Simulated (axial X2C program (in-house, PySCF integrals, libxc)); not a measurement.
Density and ELF of MoP

Calculated with an axial X2C code built on PySCF integrals. Spin-free means the one-electron spin-free X2C Hamiltonian. Basis: Mo dyall-cv3z [11s12p9d5f3g], P dyall-v3z [8s7p2d1f] (cores contracted in-house); Gaussian nuclei, density fitting, unrestricted open shells. Masses: Mo 97.905 u, P 30.974 u.

PBE0, spin-free, state M_S = 3/2, Λ = 0 (beyond evenly filled blocks: σα, δ+α, δ-α); Mo at z = 0, P at z = 2.136 Å.

The maps cover the half plane through the axis: z from -2.4 to 4.5 Å along the bond, ρ from 0.15 to 2.25 Å away from it (steps of 0.3 Å, the bottom row nearest the axis).

log10 of the density in e/bohr³:

digits 0 to 9 span -4.41 to 1.66 evenly
```
001112222222222222111000
011222333333333322221100
112223333333333333322110
112233444444444444332211
122334455544445554433221
122344566655555555443321
123345677765555665544322
223345689866557975544322
```

Electron localisation function (collinear form, no current term, damped to 0 at low density):

digits 0 to 9 span 0.00 to 1.00 evenly
```
000112233222111111000000
001123333333333333221000
001223333333555555543100
001122333334677777765310
011112344323677788887520
011112467633786468988741
001114763663660205998752
001125725274626681999862
```

Axial spin density in 10⁻³ e/bohr³:

digits 0 to 9 span -17.61 to 17.61 evenly, values beyond are clipped
```
555555555555544444444444
555555555555544444444444
555556677665544444444444
555556899976543233444444
555568999997521012344444
555569999999410001344444
555569999999400211344444
555579999999425044444444
```

One determinant describes the state; a PBE0 search over occupations chose it and may have missed a lower one. The determinant is spin-polarised beyond a pure state at some levels (its spin-free form has ⟨S²⟩ too high), which makes Re and μ there less reliable.
